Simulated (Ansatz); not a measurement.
Cost and result for the atomization energy of CH8O2Si2 (`OC(O)[SiH2][SiH3]`) (13 atoms, 12 bonds).

| atom | x (Å) | y (Å) | z (Å) |
| --- | --- | --- | --- |
| O1 | 1.120 | 1.099 | 1.132 |
| C2 | 0.673 | 1.104 | -0.205 |
| O3 | 1.682 | 1.495 | -1.097 |
| Si4 | 0.045 | -0.621 | -0.754 |
| Si5 | -1.691 | -1.288 | 0.666 |
| H6 | 1.825 | 0.448 | 1.209 |
| H7 | -0.154 | 1.826 | -0.205 |
| H8 | 1.947 | 2.395 | -0.876 |
| H9 | 1.196 | -1.561 | -0.628 |
| H10 | -0.409 | -0.590 | -2.170 |
| H11 | -2.287 | -2.566 | 0.188 |
| H12 | -2.759 | -0.252 | 0.690 |
| H13 | -1.187 | -1.487 | 2.050 |

The species carries charge 0 and has multiplicity 1. The structure was optimised at the PBE0-D4/def2-TZVP level. It is one conformer, not always the lowest. Program: Ansatz. All runs use 4 threads of an Arm Neoverse V1 on a shared host. Times are those of one run each, without the atoms' runs, and a repeat can differ threefold. Electronic energies, without spin–orbit coupling; frozen cores. CCSD(T)/CBS adds CCSD(T) − MP2 in def2-TZVPP to the MP2 limit, and its time is that of the two runs behind it. T1 = 0.013. B3LYP takes the VWN-RPA correlation (the form of Gaussian; ORCA's B3LYP/G).

CCSD(T)/CBS is a level of theory with its own doubt, some kJ/mol a heavy atom from the limit and from the frozen cores, so smaller differences don't rank the functionals.

```json
{"level": "PBE-D4/def2-TZVPP (with forces)", "functions": "289", "wall time": "3.5 s", "atomization (kJ/mol)": "4371.5", "difference from CCSD(T)/CBS": "32.1", "per bond": "2.7"}
{"level": "PBE0-D4/def2-TZVPP", "functions": "289", "wall time": "4.5 s", "atomization (kJ/mol)": "4296.6", "difference from CCSD(T)/CBS": "-42.8", "per bond": "-3.6"}
{"level": "r2SCAN-D4/def2-TZVPP (with forces)", "functions": "289", "wall time": "6.5 s", "atomization (kJ/mol)": "4330.6", "difference from CCSD(T)/CBS": "-8.8", "per bond": "-0.7"}
{"level": "B3LYP-D4/def2-TZVPP (with forces)", "functions": "289", "wall time": "7 s", "atomization (kJ/mol)": "4318.1", "difference from CCSD(T)/CBS": "-21.3", "per bond": "-1.8"}
{"level": "B2PLYP/def2-TZVPP", "functions": "289", "wall time": "8 s", "atomization (kJ/mol)": "4263.8", "difference from CCSD(T)/CBS": "-75.6", "per bond": "-6.3"}
{"level": "ωB97X-V/def2-TZVPP", "functions": "289", "wall time": "11 s", "atomization (kJ/mol)": "4355.0", "difference from CCSD(T)/CBS": "15.6", "per bond": "1.3"}
{"level": "ωB97M-V/def2-TZVPP (with forces)", "functions": "289", "wall time": "17 s", "atomization (kJ/mol)": "4336.2", "difference from CCSD(T)/CBS": "-3.2", "per bond": "-0.3"}
{"level": "MP2/def2-QZVPP", "functions": "551", "wall time": "41 s", "atomization (kJ/mol)": "4323.5", "difference from CCSD(T)/CBS": "-15.9", "per bond": "-1.3"}
{"level": "CCSD(T)/def2-TZVPP", "functions": "289", "wall time": "5.5 min", "atomization (kJ/mol)": "4217.0", "difference from CCSD(T)/CBS": "-122.4", "per bond": "-10.2"}
{"level": "CCSD(T)/CBS(def2)", "functions": "–", "wall time": "6.2 min", "atomization (kJ/mol)": "4339.4", "difference from CCSD(T)/CBS": "0.0", "per bond": "0.0"}
```

The D4 term adds +43.1 kJ/mol with B3LYP and +22.8 kJ/mol with PBE0; it sums over pairs of atoms, weighted by their polarisabilities, and B3LYP, whose exchange is more repulsive, gets the larger term. In def2-TZVPP, CCSD(T) changes the Hartree–Fock value by +1132.2 kJ/mol (the triples alone add +59.5 kJ/mol) and MP2 by +1166.3 kJ/mol; breaking electron pairs costs correlation energy, which Hartree–Fock lacks. From PBE to PBE0 (25 % exact exchange), in def2-TZVPP and without D4, the atomization energy moves by −70.9 kJ/mol: exact exchange takes away binding that semilocal exchange gives to molecules.
